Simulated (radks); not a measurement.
Q: Species: Xe+. Configuration: [Kr] 4d10 5s2 5p4 7s1 (not the ground configuration). Method: scalar-relativistic Kohn-Sham, r2SCAN, spin-polarised, spherical densities, finite nucleus; open shells are filled with parallel spins first (spin-orbit coupling, left out, can overturn this in heavy ions); meta-GGA in the generalised Kohn-Sham scheme; Fermi nuclear charge, rms radius 4.7859 fm; computed with a radial shooting solver on a logarithmic mesh with Libxc functionals. Some entries of the table are withheld. Estimate them.

orbital  occ.  eigenvalue (eV)  r(max) (bohr)
1s up       1        -34449.26        0.01716
1s down     1        -34449.12        0.01716
2s up       1        -5393.998        0.09691
2s down     1        -5393.977        0.09691
2p up       3        -4838.729        0.07782
2p down     3        -4838.639        0.07782
3s up       1        -1124.410         0.2785
3s down     1        -1124.338         0.2785
3p up       3        -943.9288         0.2726
3p down     3        -943.8305         0.2726
3d up       5        -676.6690         0.2263
3d down     5        -676.5649         0.2263
4s up       1        -220.0454         0.6613
4s down     1        -219.8128         0.6616
4p up       3        -162.5633            (1)
4p down     3        -162.3534            (2)
4d up       5              (3)         0.7475
4d down     5              (4)         0.7477
5s up       1         -37.4002          1.609
5s down     1         -35.1837          1.603
5p up       3         -24.3934          1.838
5p down     1         -22.1754          1.834
7s up       1          -3.7540          9.036

A: 
(1) 4p up r(max) (bohr): 0.6932
(2) 4p down r(max) (bohr): 0.6936
(3) 4d up eigenvalue (eV): -78.4942
(4) 4d down eigenvalue (eV): -78.1874
